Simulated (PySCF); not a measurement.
# O²⁺ (oxygen, charge +2): UHF calculation

Configuration: [He] 2s2 2p2, high-spin 3P determinant. All numbers are calculated (PySCF 2.14, scalar relativity by spin-free X2C-1e, in x2c-TZVPall (5s3p2d1f, 31 functions)).

- Total energy: -73.156090 hartree
- One-electron energy: -92.6972 hartree
- Hartree (Coulomb) energy: 26.8907 hartree
- Exchange energy: -7.3496 hartree
- ⟨S²⟩: 2.0047
- ⟨L²⟩: 2.008
- Sum of ⟨r⟩: 4.433 bohr
- Sum of ⟨r²⟩: 5.044 bohr²
- Traceless quadrupole moment −½Σ⟨3z² − r²⟩ along its main axis: 0.480 e·bohr²
- Langevin diamagnetic susceptibility: -4.00 ×10⁻⁶ cm³/mol
- Time after the integrals: 0.06 s of wall time on 1 thread of Neoverse-V2 (shared host)

```tsv
shell	electrons	mean orbital energy (eV)	rms radius, mean of both spins (bohr)
1s α	1	-607.54	0.230
1s β	1	-604.62	0.230
2s α	1	-72.793	1.13
2s β	1	-62.417	1.13
2p α	2	-55.785	1.09
```
